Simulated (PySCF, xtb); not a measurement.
C2HCl3, SMILES ClC(Cl)=CCl.

Harmonic wavenumbers (cm⁻¹) from GFN2-xTB in xtb at its own minimum, in rising order: 139, 192, 244, 354, 412, 593, 742, 781, 831, 1168, 1601, 3087.

Q: What does PBE-D3(BJ)/def2-SVP in PySCF 2.14.0 give at its own minimum? (The exact figures need the calculation; the answer reports its results.)

A: 163, 198, 270, 379, 449, 623, 742, 837, 907, 1196, 1599, 3158. Paired by order, the mean absolute difference is 32 cm⁻¹ and the zero-point energies are 14.5 and 15.0 kcal/mol.
